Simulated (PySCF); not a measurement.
**Removal energies of Bi⁴⁷⁺ from EOM-IP-GCCSD**

Reference: closed-shell Bi⁴⁷⁺, [Kr]; one electron is removed. Calculated with PySCF 2.14, two-component X2C-1e with screened spin-orbit coupling, an even-tempered Gaussian basis (18 s from 2.8 bohr⁻², ratio 2.6; 16 p from 3.6 bohr⁻², ratio 2.6; 11 d from 3.6 bohr⁻², ratio 2.6; 5 f from 3.7 bohr⁻², ratio 2.8); frozen [Ar] 3d10; the 114 highest virtual spinors dropped; of the others 74 kept and the rest restored at second order. No Breit or QED terms. Binding energies in eV.

```tsv
level	Koopmans
4p1/2	2815.6
4p3/2	2639.8
```

Problem. How does correlation move these levels?

Solution. 4p1/2: second order 2815.7, EOM-CCSD 2815.7; 4p3/2: second order 2640.8, EOM-CCSD 2640.9.

For comparison, the ionisation energy of Bi⁴⁷⁺ is 2641 ± 4 eV (theoretical estimate listed by NIST; NIST Atomic Spectra Database, ionization energies).
